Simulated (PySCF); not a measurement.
# HgB and its ions

ROHF-CCSD(T); basis Hg cc-pVDZ-PP with ECP60, B cc-pVDZ; scalar-relativistic core potentials; PySCF 2.14. Neutral (ROHF): doublet (π ↑), Re = 2.493 Å, ωe = 121 cm⁻¹, De = 0.06 eV.

HgB⁺ (RHF): singlet (closed shell), Re = 2.386 Å, ωe = 294 cm⁻¹, De = 1.13 eV to Hg + B⁺. The energies at the minima are -177.59119 hartree for HgB and -177.33412 for HgB⁺.

Problem. Work out the adiabatic ionisation energy, without and with harmonic zero-point energies (1 hartree = 27.2114 eV, 1 eV = 8065.5 cm⁻¹), and the change of the bond length.

Solution. At CCSD(T): 0.25707 hartree = 6.995 eV between the minima; the zero-point term (294.0 − 121.0)/2 cm⁻¹ = +0.011 eV makes it 7.006 eV. Re changes by -10.7 pm against the neutral. The electron leaves a π orbital, and the shorter bond of the ion fits an antibonding orbital, or a change in how ionic the bond is.

Correlated steps freeze 1 core orbital. Weak bonds: HgB. Basis-set superposition, not corrected here, can be much of De in a small basis, most of all at correlated wavefunction levels. These are scalar-relativistic numbers at best; spin–orbit coupling would shift them, the dissociation energy most. For an ion De counts to the pair picked by the measured ionisation energies or electron affinities, which need not be the lowest pair at this level. States were picked by a PBE0 search and need not be the measured ground states.
